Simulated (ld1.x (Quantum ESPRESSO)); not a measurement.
## Building the TM potential for Sn (BP86, scalar-relativistic).

ld1.x (Quantum ESPRESSO) 7.5 input, shortened:

```
&input
   title='Sn', zed=50., rel=1, dft='BP', iswitch=3,
   config='[Kr] 4d10 5s1 5p3'
 /
 &inputp
   pseudotype=2, tm=.true., lloc=0,
   nlcc=.true., new_core_ps=.true., rcore=0.80
 /
3
5P  2  1   3.00   0.00  2.45  2.45  0.0
4D  3  2  10.00   0.00  1.40  1.40  0.0
5S  1  0   1.00   0.00  1.65  1.65  0.0
 &test
   configts(1)='4d10 5s1 5p3'
 /
```

Results:

```json
{
  "Cutoffs needed": "90 Ry and 160 Ry (the cutoffs (Ry, on a coarse ladder) from which the occupation-weighted sum of valence levels, in a spherical-Bessel basis at the reference potential, stays within 10 and 1 mRy of its value at 400 Ry)",
  "Ghost test": "no extra level below or beside the all-electron valence levels (p, d, s, f tested) (spherical-Bessel basis up to 400 Ry, 20 bohr box)",
  "Largest excitation error": "-307 meV (all-electron minus pseudo) for 4d9 5s2 5p3, out of 7 test configurations"
}
```

Generation and tests took about 1.6 s on one core of a shared server CPU.
